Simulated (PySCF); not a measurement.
Electronic structure of Te⁺ (tellurium, charge +1) at the UHF level

Configuration: [Kr] 4d10 5s1 5p3 6s1, high-spin 6S determinant (an excited configuration). Computed with PySCF 2.14 in aug-cc-pVTZ-PP with one added diffuse shell each of d, f type with ECP28MDF (6s5p5d3f, 67 functions), with scalar relativity through the core potential.

* Total energy: -266.156708 hartree
* One-electron energy: -454.1414 hartree
* Hartree (Coulomb) energy: 207.5103 hartree
* Exchange energy: -19.5256 hartree
* ⟨S²⟩: 8.7532
* ⟨L²⟩: 0.000
* Sum of ⟨r⟩: 30.36 bohr
* Sum of ⟨r²⟩: 68.10 bohr²

```json
{"shell": "4s α", "electrons": "1", "mean orbital energy (hartree)": "-7.68490", "rms radius, mean of both spins (bohr)": "0.820"}
{"shell": "4s β", "electrons": "1", "mean orbital energy (hartree)": "-7.63707", "rms radius, mean of both spins (bohr)": "0.820"}
{"shell": "4p α", "electrons": "3", "mean orbital energy (hartree)": "-5.64721", "rms radius, mean of both spins (bohr)": "0.881"}
{"shell": "4p β", "electrons": "3", "mean orbital energy (hartree)": "-5.61213", "rms radius, mean of both spins (bohr)": "0.881"}
{"shell": "4d α", "electrons": "5", "mean orbital energy (hartree)": "-2.49862", "rms radius, mean of both spins (bohr)": "1.04"}
{"shell": "4d β", "electrons": "5", "mean orbital energy (hartree)": "-2.46620", "rms radius, mean of both spins (bohr)": "1.04"}
{"shell": "5s α", "electrons": "1", "mean orbital energy (hartree)": "-1.36917", "rms radius, mean of both spins (bohr)": "2.12"}
{"shell": "5p α", "electrons": "3", "mean orbital energy (hartree)": "-0.85691", "rms radius, mean of both spins (bohr)": "2.49"}
{"shell": "6s α", "electrons": "1", "mean orbital energy (hartree)": "-0.30796", "rms radius, mean of both spins (bohr)": "5.31"}
```

Energies and moments cover only the electrons outside the core potential. The outer electron is Rydberg-like, and this basis confines it to a smaller radius and binds it less than a complete one would.
